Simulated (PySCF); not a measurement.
Calculation: PBE0-D3(BJ)/def2-TZVP (PySCF 2.14.0). Isolated molecules, 0 K electronic values unless said otherwise. One relaxed conformer stands for a flexible species; it need not be the lowest. 

Reference species (SMILES): `NCCN` (neutral, multiplicity 1).

| Item | Value |
|---|---|
| HOMO–LUMO gap | 7.59 eV |

Changed species: `CC(N)N`.

Task: Give the shifts of the HOMO–LUMO gap.

Result: the HOMO–LUMO gap drops by 0.09 eV, to 7.50 eV.
